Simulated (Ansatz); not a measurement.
`C[O][Sn][CH3]` + CH₃OH → `C[O][Sn][O]C` + CH₄ at 600 K and 1 bar (ligand exchange at the Sn–C bond).

Isolated molecules relaxed with PBE0-D4/def2-TZVP in Ansatz; ΔE leaves out vibrations. CBS: MP2 limit from def2 TZ/QZ plus the TZ coupled-cluster correction, frozen cores. This one scheme is used for every species. def2 core potentials past Kr. For Sn outer-core shells are correlated without core-valence functions, which leaves a few kJ/mol of doubt a bond. Each species was taken in one conformer, which may not be the lowest.

```json
{"species": "`C[O][Sn][CH3]`", "CCSD(T)/CBS energy (Eh)": "-368.91992", "H − E (kJ/mol)": "256.3", "S (J/(mol·K))": "435.5"}
{"species": "CH₃OH", "CCSD(T)/CBS energy (Eh)": "-115.61712", "H − E (kJ/mol)": "163.6", "S (J/(mol·K))": "277.3"}
{"species": "`C[O][Sn][O]C`", "CCSD(T)/CBS energy (Eh)": "-444.11438", "H − E (kJ/mol)": "279.3", "S (J/(mol·K))": "470.6"}
{"species": "CH₄", "CCSD(T)/CBS energy (Eh)": "-40.46206", "H − E (kJ/mol)": "140.4", "S (J/(mol·K))": "215.7"}
```

H − E and S are ideal-gas, rigid-rotor, harmonic terms from PBE0-D4/def2-TZVP, for one conformer and one mirror image of each species. 1 Eh = 2625.50 kJ/mol, R = 8.31446 J/(mol·K).

By hand: ΔE, ΔH, ΔS and ΔG.

ΔE = (-444.11438) + (-40.46206) − (-368.91992) − (-115.61712) = -0.03940 Eh = -103.4 kJ/mol. Δ(H − E) = 279.3 + 140.4 − 256.3 − 163.6 = -0.2, so ΔH = -103.6 kJ/mol. ΔS = 470.6 + 215.7 − 435.5 − 277.3 = -26.5 J/(mol·K). ΔG = -103.6 − 600 × (-26.5)/1000 = -87.7 kJ/mol.

By hand: the equilibrium constant, and the temperature at which ΔG would vanish if ΔH and ΔS stayed fixed.

log₁₀ K = −ΔG/(RT ln 10) = 7.6. ΔG = 0 at ΔH/ΔS = 3909 K, far beyond where these terms or the molecules hold.

ΔH outweighs TΔS. A doubt of 5 kJ/mol in ΔE shifts log₁₀ K by 0.4 here. Other conformers and mirror images would add mixing entropy, several J/(mol·K) or more a flexible species. Modes under 60 cm⁻¹, often nearly free rotors, make the harmonic entropy too high. These are equilibria of isolated gas molecules and say nothing of rates. Largest T1 diagnostic: 0.017 (customary marks: 0.02 for closed shells, 0.045 for open ones).
